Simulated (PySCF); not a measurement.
A geometry optimisation, step by step.

Species: CH4BrGeN.
Bonds: C1–N2 (double), N2–Ge3, Ge3–Br4. Hydrogens: H5, H6 on C1; H7, H8 on Ge3.

Method: PBE0-D3(BJ)/def2-SVP geometry optimisation, gas phase in PySCF 2.14.0; density fitting, grid level 1; the optimiser is geomeTRIC in internal coordinates, started from a GFN2-xTB structure with every atom displaced at random (about 0.01 Å). The frame can shift and turn from step to step; on so coarse a grid that alone can change the energy by a few meV, and forces under 0.02 eV/Å are noise.

Step 0: E = -129121.4769 eV, largest atomic force 2.926 eV/Å
```
atom  x, y, z in Å  |  force x, y, z in eV/Å
C1      1.536   -0.172    0.456   -2.365   1.335  -1.089
N2      0.400   -0.731    0.432    0.376  -0.330   0.205
Ge3    -1.209   -0.133   -0.226    1.214   0.122   0.148
Br4    -0.975    1.977   -1.100   -0.051   0.447  -0.211
H5      1.701    0.853    0.046    0.136  -0.144   0.062
H6      2.367   -0.652    0.884    1.586  -1.007   0.819
H7     -1.613   -1.073   -1.306   -0.254  -0.502  -0.661
H8     -2.152   -0.087    0.916   -0.642   0.079   0.728
```

Step 1: E = -129121.5930 eV, largest atomic force 1.030 eV/Å
```
atom  x, y, z in Å  |  force x, y, z in eV/Å
C1      1.333   -0.030    0.440    0.916  -0.317   0.350
N2      0.304   -0.751    0.419   -0.617  -0.048  -0.152
Ge3    -1.318   -0.191   -0.273   -0.258  -0.145   0.061
Br4    -1.168    1.955   -1.183   -0.011  -0.101   0.058
H5      1.418    0.999    0.041   -0.061   0.077  -0.039
H6      2.262   -0.465    0.897   -0.344   0.352  -0.241
H7     -1.745   -1.159   -1.408    0.124   0.208   0.248
H8     -2.345   -0.131    0.893    0.250  -0.025  -0.284
```

Step 2: E = -129121.6044 eV, largest atomic force 0.275 eV/Å
```
atom  x, y, z in Å  |  force x, y, z in eV/Å
C1      1.339   -0.044    0.440   -0.180   0.157  -0.123
N2      0.298   -0.758    0.424    0.044  -0.155   0.107
Ge3    -1.316   -0.193   -0.265    0.013  -0.060   0.035
Br4    -1.156    1.949   -1.160   -0.011   0.002   0.011
H5      1.353    0.980    0.015    0.263   0.053   0.060
H6      2.283   -0.422    0.886   -0.167   0.010  -0.077
H7     -1.727   -1.145   -1.393    0.018   0.000  -0.009
H8     -2.335   -0.139    0.879    0.018  -0.007  -0.004
```

Step 3: E = -129121.6091 eV, largest atomic force 0.337 eV/Å
```
atom  x, y, z in Å  |  force x, y, z in eV/Å
C1      1.336   -0.026    0.429   -0.181  -0.128  -0.017
N2      0.294   -0.745    0.423    0.243   0.234   0.002
Ge3    -1.326   -0.202   -0.259    0.107   0.062  -0.020
Br4    -1.194    1.939   -1.154   -0.015   0.042  -0.004
H5      1.420    1.002    0.018   -0.144  -0.032  -0.022
H6      2.262   -0.427    0.871    0.131  -0.077   0.058
H7     -1.717   -1.155   -1.380   -0.035  -0.098  -0.128
H8     -2.337   -0.160    0.879   -0.105  -0.003   0.132
```

Step 4: E = -129121.6134 eV, largest atomic force 0.047 eV/Å
```
atom  x, y, z in Å  |  force x, y, z in eV/Å
C1      1.339   -0.024    0.429    0.034  -0.028  -0.017
N2      0.301   -0.742    0.426   -0.021   0.028   0.000
Ge3    -1.322   -0.203   -0.257   -0.009  -0.015   0.004
Br4    -1.198    1.942   -1.152   -0.010  -0.003   0.016
H5      1.400    1.002    0.013   -0.020   0.009   0.000
H6      2.273   -0.424    0.866    0.005   0.013  -0.002
H7     -1.714   -1.161   -1.387    0.011   0.009   0.004
H8     -2.339   -0.163    0.889    0.009  -0.013  -0.006
```

Step 5: E = -129121.6136 eV, largest atomic force 0.022 eV/Å
```
atom  x, y, z in Å  |  force x, y, z in eV/Å
C1      1.342   -0.019    0.421    0.005   0.017  -0.008
N2      0.306   -0.739    0.427   -0.018  -0.005   0.012
Ge3    -1.322   -0.208   -0.252   -0.006  -0.015  -0.003
Br4    -1.213    1.941   -1.140   -0.008  -0.003   0.016
H5      1.394    1.006   -0.001    0.006   0.009   0.001
H6      2.278   -0.410    0.860    0.006   0.004  -0.015
H7     -1.708   -1.166   -1.384    0.005   0.007   0.003
H8     -2.337   -0.178    0.895    0.010  -0.014  -0.005
```

**Question.** Summarise the path.

**Answer.** The energy falls by 13.19 kJ/mol from step 0 to step 5; nine tenths of that is first reached at step 2. It falls at every step. The largest force goes from 2.926 to 0.022 eV/Å. Among the bonds C1–H6 changes most, from 1.051 to 1.106 Å; the atoms move by 0.058 Å rms after alignment.

**Question.** Follow the three bonds and two angles with the largest change from start to end.

**Answer.** 
| step | E above end (kJ/mol) | largest force (eV/Å) | C1–H6 (Å) | Ge3–H8 (Å) | Ge3–H7 (Å) | C1–N2–Ge3 (°) | N2–C1–H5 (°) |
| --- | --- | --- | --- | --- | --- | --- | --- |
| 0 | 13.19 | 2.926 | 1.051 | 1.482 | 1.487 | 130.4 | 122.1 |
| 1 | 1.99 | 1.030 | 1.123 | 1.555 | 1.552 | 123.4 | 126.2 |
| 2 | 0.89 | 0.275 | 1.110 | 1.533 | 1.532 | 123.6 | 121.8 |
| 3 | 0.44 | 0.337 | 1.101 | 1.523 | 1.523 | 124.0 | 125.9 |
| 4 | 0.02 | 0.047 | 1.106 | 1.533 | 1.532 | 124.0 | 124.8 |
| 5 | 0.00 | 0.022 | 1.106 | 1.532 | 1.532 | 124.0 | 124.6 |

What follows is the cost of the whole optimisation. On an Arm Neoverse V1 with one thread, no GPU, on a shared host, this took 39 s and 0.45 GiB of memory at its peak.
